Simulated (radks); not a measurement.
Species: neutral manganese. Configuration: [Ar] 3d5 4s2. Method: scalar-relativistic Kohn-Sham, r2SCAN, spin-polarised, spherical densities, finite nucleus; open shells are filled with parallel spins first; meta-GGA in the generalised Kohn-Sham scheme; Fermi nuclear charge, rms radius 3.7057 fm; computed with a radial shooting solver on a logarithmic mesh with Libxc functionals.

X-ray form factor f0, the Fourier transform of the density (f0(0) = 25):

sin(theta)/lambda (1/angstrom),f0 (electrons)
0.05,24.297
0.1,22.648
0.15,20.775
0.2,18.996
0.25,17.341
0.3,15.792
0.4,13.043
0.5,10.861
0.6,9.263
0.8,7.372
1,6.353
1.25,5.394
1.5,4.486
2,2.961
